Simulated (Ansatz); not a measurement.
Consider the ligand exchange at a Ge–S bond: `[CH3][GeH]([NH2])[SH]` + HCl → `[CH3][GeH]([NH2])[Cl]` + H₂S.

Computed with Ansatz on PBE0-D4/def2-TZVP structures; ΔE is electronic, products minus reactants. CCSD(T)/CBS is the MP2 limit (def2-TZVPP, def2-QZVPP) plus CCSD(T) − MP2 in def2-TZVPP, frozen cores. This one scheme is used for every species. Functionals use def2-TZVPP. B3LYP here is the variant with VWN-RPA as its local correlation; programs differ in this. For Ge outer-core shells are correlated without core-valence functions, which leaves a few kJ/mol of doubt a bond. Scalar relativity is left out up to krypton. One conformer a species, not always the lowest.

Q: Is it downhill or uphill in electronic energy at CCSD(T)/CBS, and by how much? (Estimate.)

A: Computed: Downhill: ΔE = -9.8 kcal/mol.

Q: What do these levels give: B3LYP, HF/def2-TZVPP, SCS-MP2/def2-TZVPP, CCSD(T)/def2-TZVPP, MP2/CBS(def2), CCSD/CBS(def2)? (Estimate.)

A: Computed: B3LYP -11.3, HF/def2-TZVPP -13.0, SCS-MP2/def2-TZVPP -10.3, CCSD(T)/def2-TZVPP -9.8, MP2/CBS(def2) -9.7, CCSD/CBS(def2) -10.1 kcal/mol.

Largest T1 diagnostic among the species: 0.010.

In def2-TZVPP, CCSD(T) changes the Hartree–Fock value by +3.2 kcal/mol (the triples alone add +0.4 kcal/mol) and MP2 by +3.3 kcal/mol.
